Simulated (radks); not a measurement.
Results of a calculation; reference values are marked as such.
Task: Species: Gd59+. Configuration: [He] 2s2 2p1. Level of theory: scalar-relativistic Kohn-Sham, exchange-only LDA, spin-polarised, spherical densities, point nucleus; open shells are filled with parallel spins first (spin-orbit coupling, left out, can overturn this in heavy ions) (a radial shooting solver on a logarithmic mesh with Libxc functionals). Some entries of the table are withheld. Estimate them.

orbital,occ.,eigenvalue (eV),<1/r> (bohr^-1)
1s up,1,(1),71.78
1s down,1,(2),71.80
2s up,1,-13597.42,17.46
2s down,1,-13562.23,17.43
2p up,1,-12844.43,(3)
2p down,0,-12802.61,(4)

Result: 
(1) 1s up eigenvalue (eV): -56304.51
(2) 1s down eigenvalue (eV): -56283.35
(3) 2p up <1/r> (bohr^-1): 16.27
(4) 2p down <1/r> (bohr^-1): 16.25
